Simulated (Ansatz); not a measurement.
Cl2F2Ga2H2, SMILES `[F][Ga@H-]1[Cl+][Ga@@H-]([F])[Cl+]1`, 8 atoms. Total charge 0; spin multiplicity 1. Correlated methods include outer-core shells of Ga, which these sets cover unevenly. Scalar relativity is left out up to krypton. All runs use 4 threads of an Arm Neoverse V1 on a shared host. Correlated methods freeze the cores.

**Question.** How many basis functions does each run have, and how long does it take in Ansatz? RKS PBE0-D4/def2-TZVP relaxation (11 steps); RKS PBE0-D4/def2-TZVP frequencies; RKS PBE0-D4/def2-QZVPP energy; RKS B2PLYP (frozen core)/def2-TZVPP energy; RKS B97M-V/def2-TZVPP energy; direct RPA on PBE orbitals/def2-TZVPP energy; RKS ωB97M-V/def2-QZVPP energy; RHF-MP2/def2-QZVPP energy; RHF-MP2/def2-TZVPP energy; RKS CAM-B3LYP-D4/def2-TZVPP energy; RKS PBE0-D4/def2-SVP energy; RKS r2SCAN0-D4/def2-TZVPP energy. (Best estimate.)

**Answer.** The calculation gave: Other jobs shared the machine, so times are rough.

```csv
level,job,functions,wall time,peak host memory (GiB)
RKS PBE0-D4/def2-SVP,energy,138,2.7 s,0.53
RHF-MP2/def2-TZVPP,energy,270,8 s,0.86
direct RPA on PBE orbitals/def2-TZVPP,energy,270,9.5 s,0.71
RKS CAM-B3LYP-D4/def2-TZVPP,energy,270,10 s,1.5
RKS B2PLYP (frozen core)/def2-TZVPP,energy,270,12 s,0.91
RKS r2SCAN0-D4/def2-TZVPP,energy,270,14 s,1.4
RKS B97M-V/def2-TZVPP,energy,270,15 s,0.58
RKS PBE0-D4/def2-QZVPP,energy,492,28 s,3.2
RKS ωB97M-V/def2-QZVPP,energy,492,50 s,3.1
RHF-MP2/def2-QZVPP,energy,492,58 s,3.4
RKS PBE0-D4/def2-TZVP,relaxation (11 steps),244,100 s,1.1
RKS PBE0-D4/def2-TZVP,frequencies,244,5.1 min,1.1
```
